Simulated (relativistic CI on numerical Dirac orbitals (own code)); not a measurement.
**Radial parameters of Ce XXXI**

Computed by Dirac-Coulomb-Breit CI, orbitals from a KLI potential per configuration, a model potential for QED, unscaled Slater integrals (own radial code, finite nucleus).

Slater integrals F^k, G^k are unscaled and averaged over j, outside the closed core [Ne]; ζ comes from projecting the Hamiltonian with its Breit term on Σ l·s of the shell.

- 3s²3p⁶3d⁹4s: ζ(3d) = 62907, G^2(3d,4s) = 41927 cm⁻¹; <r>(3d) = 0.2432, <r^2>(3d) = 0.06914, <r>(4s) = 0.5522, <r^2>(4s) = 0.3424 (bohr units).
- 3s²3p⁶3d⁹4p: ζ(3d) = 62922, F^2(3d,4p) = 127370, G^1(3d,4p) = 41485, G^3(3d,4p) = 41831, ζ(4p) = 152060 cm⁻¹; <r>(3d) = 0.2432, <r^2>(3d) = 0.06915, <r>(4p) = 0.5633, <r^2>(4p) = 0.3586 (bohr units).
- 3s²3p⁶3d⁹4d: ζ(3d) = 62890, F^2(3d,4d) = 132730, F^4(3d,4d) = 66962, G^0(3d,4d) = 42814, G^2(3d,4d) = 54198, G^4(3d,4d) = 42681, ζ(4d) = 18685 cm⁻¹; <r>(3d) = 0.2433, <r^2>(3d) = 0.0692, <r>(4d) = 0.5634, <r^2>(4d) = 0.3626 (bohr units).

Averages of the first 10 configurations, taken without configuration mixing, which lowers the lowest level and can move excited configurations by several eV; other configurations of the list can lie among them:

```csv
Configuration,Parity,States,Average energy above the lowest level (eV)
3s²3p⁶3d¹⁰,even,1,0.1
3s²3p⁶3d⁹4s,even,20,761.6
3s²3p⁶3d⁹4p,odd,60,841.8
3s²3p⁶3d⁹4d,even,100,952.8
3s²3p⁶3d⁹4f,odd,140,1059.6
3s²3p⁵3d¹⁰4s,odd,12,1077.2
3s²3p⁶3d⁸4s²,even,45,1551.1
3s²3p⁵3d¹⁰4p,even,36,1157.6
3s²3p⁶3d⁸4s4p,odd,540,1626.6
3s²3p⁶3d⁹5s,even,20,1233.8
```
